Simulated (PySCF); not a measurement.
**Ionisation energy of Pb⁵⁵⁺ by level of theory**

Pb⁵⁵⁺ [Ar] 3d9 (2D) → Pb⁵⁶⁺ [Ar] 3d8 (3F), as a difference of total energies. All numbers are calculated (PySCF 2.14, no relativity, point nucleus, in an even-tempered Gaussian basis (16 s from 14 bohr⁻², ratio 2.5; 10 p from 18 bohr⁻², ratio 2.5; 7 d from 18 bohr⁻², ratio 2.5; 4 f from 74 bohr⁻², ratio 2.7; 3 g from 110 bohr⁻², ratio 2.7)). Correlated levels: outer shells: [Ne] frozen; virtual orbitals above 40 to 60 times the deepest correlated orbital energy dropped. The calculations carry no spin-orbit coupling.

| method | ionisation energy (eV) |
| --- | --- |
| UHF | 5577.6 |
| LDA | 5577.2 |
| PBE | 5575.9 |
| PBE0 | 5576.9 |
| r2SCAN | 5575.6 |
| r2SCANh | 5576.0 |
| revPBE | 5575.8 |
| MP2 (outer shells) | 5579.3 |
| SCS-MP2 (outer shells) | 5579.1 |

Spin-orbit coupling is strong in these open shells (close to jj coupling). The scalar numbers leave it out and a first-order estimate fails, so it can dominate the gap to the real levels.

The gap to the reference is mostly relativistic.

For comparison: 5555 ± 5 eV (theoretical estimate listed by NIST; NIST Atomic Spectra Database, ionization energies).
